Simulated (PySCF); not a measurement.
Task: Give a GFN2-xTB geometry of `O=S1(=O)CCCCCC1`.

Result: 
Z-matrix in Å and degrees, rows numbered from 1:
```
O 
S   1  1.4396
O   2  1.4396  1  117.58
C   2  1.8246  1  107.24  3  -121.76
C   4  1.5159  2  112.17  1  -154.91
C   5  1.5301  4  113.31  2    91.35
C   6  1.5278  5  115.49  4   -80.12
C   7  1.5301  6  115.49  5    57.66
C   8  1.5159  7  113.33  6   -80.08
H   4  1.0870  2  102.78  1    84.64
H   4  1.0856  2  106.89  1   -30.32
H   5  1.0926  4  108.62  2  -148.69
H   5  1.0916  4  108.84  2   -32.27
H   6  1.0926  5  108.78  4    43.14
H   6  1.0926  5  108.44  4   159.36
H   7  1.0925  6  109.30  5   -65.34
H   7  1.0926  6  107.37  5   178.75
H   8  1.0916  7  110.71  6    42.52
H   8  1.0926  7  107.95  6   159.58
H   9  1.0856  2  106.87  1  -157.97
H   9  1.0870  2  102.78  1   -43.00
```

Of the pairs four or more bonds apart, H11···H14 is among the closest relative to their van der Waals radii: 2.32 Å, 97 % of the sum of Bondi's values. S2 (sulfonyl sulfur) is distorted tetrahedral (angles from 107.2° to 117.6°). The 7-membered ring S2–C4–C5–C6–C7–C8–C9 has internal angles of 108.6° to 115.5°; it is puckered, 0.34 Å rms from its mean plane, widest ring torsion 91°.

Computed geometry: GFN2-xTB, gas phase.

Point group: C2 (tolerance 0.08 Å). No GFN2-xTB frequencies stand behind this structure, so it isn't proved a minimum. One conformer, not necessarily the lowest (O1–S2–C4–C5 -155°, S2–C4–C5–C6 91°, C4–C5–C6–C7 -80°, C5–C6–C7–C8 58°).
